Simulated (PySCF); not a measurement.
Cd(Et) (C₂H₅Cd), SMILES [Cd+][CH2]C, charge +1.

Geometry: B3LYP-D3(BJ)/def2-TZVP. The multiplicity is an assumed one; other spin states were not compared. The isomer is the one that the SMILES or the coordinates give; other isomers of the formula were not compared. The def2 effective core potentials stand for the cores of Cd; spin–orbit coupling is left out.

The numbers are results of TDDFT-ωB97X/def2-SVPD run with PySCF, not measurements.

Vertical excitations. The molecule is in vacuum. State labels are in the subgroup Cs.

```json
[
 {"state": "S1", "symmetry": "A'", "energy (eV)": "4.21", "λ (nm)": "295", "f": "0.558", "main pairs": "HOMO→LUMO 100 %"},
 {"state": "S2", "symmetry": "A\"", "energy (eV)": "5.77", "λ (nm)": "215", "f": "0.001", "main pairs": "HOMO−1→LUMO 95 %"},
 {"state": "S3", "symmetry": "A'", "energy (eV)": "6.50", "λ (nm)": "191", "f": "0.251", "main pairs": "HOMO→LUMO+1 95 %"},
 {"state": "S4", "symmetry": "A\"", "energy (eV)": "6.57", "λ (nm)": "189", "f": "0.252", "main pairs": "HOMO→LUMO+2 98 %"},
 {"state": "S5", "symmetry": "A'", "energy (eV)": "6.69", "λ (nm)": "185", "f": "0.008", "main pairs": "HOMO−2→LUMO 89 %"},
 {"state": "S6", "symmetry": "A'", "energy (eV)": "7.84", "λ (nm)": "158", "f": "0.083", "main pairs": "HOMO−3→LUMO 84 %"},
 {"state": "S7", "symmetry": "A'", "energy (eV)": "8.32", "λ (nm)": "149", "f": "0.014", "main pairs": "HOMO→LUMO+3 89 %"},
 {"state": "S8", "symmetry": "A\"", "energy (eV)": "8.46", "λ (nm)": "147", "f": "0.013", "main pairs": "HOMO−4→LUMO 92 %"},
 {"state": "S9", "symmetry": "A\"", "energy (eV)": "9.53", "λ (nm)": "130", "f": "0.005", "main pairs": "HOMO−1→LUMO+1 93 %"},
 {"state": "S10", "symmetry": "A'", "energy (eV)": "9.67", "λ (nm)": "128", "f": "0.003", "main pairs": "HOMO−1→LUMO+2 89 %"},
 {"state": "T1", "symmetry": "A'", "energy (eV)": "1.93", "λ (nm)": "641", "f": "0", "main pairs": "HOMO→LUMO 97 %"},
 {"state": "T2", "symmetry": "A\"", "energy (eV)": "5.49", "λ (nm)": "226", "f": "0", "main pairs": "HOMO−1→LUMO 90 %"},
 {"state": "T3", "symmetry": "A'", "energy (eV)": "5.85", "λ (nm)": "212", "f": "0", "main pairs": "HOMO→LUMO+1 96 %"},
 {"state": "T4", "symmetry": "A\"", "energy (eV)": "5.90", "λ (nm)": "210", "f": "0", "main pairs": "HOMO→LUMO+2 96 %"}
]
```
Triplets are in the Tamm–Dancoff approximation, which puts them higher than full response would, so one can lie above its singlet here.
